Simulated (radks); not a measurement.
Species: Tc II. Configuration: [Kr] 4d5 5s1 (the NIST ground configuration). Method: scalar-relativistic Kohn-Sham, exchange-only r2SCAN, spin-polarised, spherical densities, finite nucleus; open shells are filled with parallel spins first (spin-orbit coupling, left out, can overturn this in heavy ions); meta-GGA in the generalised Kohn-Sham scheme; Fermi nuclear charge, rms radius 4.4112 fm; computed with a radial shooting solver on a logarithmic mesh with Libxc functionals.

Normalised radial functions P(r) = r R(r), r in bohr:

```
   r/bohr * 5s up, o 4d down (the largest magnitude, 0.829, reaches the edge; | marks zero, & curves that meet)
 0.001798                             o*
 0.002379                             o*
 0.003173                             o*
 0.004231                             o*
 0.005644                             o *
 0.007527                             o *
  0.00996                             o *
  0.01328                             o  *
  0.01772                             o  *
  0.02363                             o *
  0.03127                             o *
   0.0417                             *o
  0.05562                           * | o
  0.07418                          *  |  o
  0.09894                         *   |    o
   0.1309                          *  |       o
   0.1746                             *          o
   0.2329                             |    *       o
   0.3106                             |      *    o
    0.411                             |   *  o
   0.5481                         *o  |
   0.7311              o    *         |
   0.9751     o              *        |
    1.301  o                          |*
    1.721      o                      |            *
    2.295             o               |                    *
    3.061                    o        |                   *
    4.083                        o    |            *
    5.402                           o |     *
    7.205                            o| *
     9.61                             &
```

5s up: eigenvalue -11.884 eV, 4 radial nodes at r = 0.0433, 0.173, 0.481, 1.28 bohr, <r> = 2.98 bohr, 90 % of the charge inside 4.35 bohr. 4d down (empty): eigenvalue -8.494 eV, 1 radial node at r = 0.503 bohr, <r> = 1.66 bohr, 90 % of the charge inside 2.69 bohr.
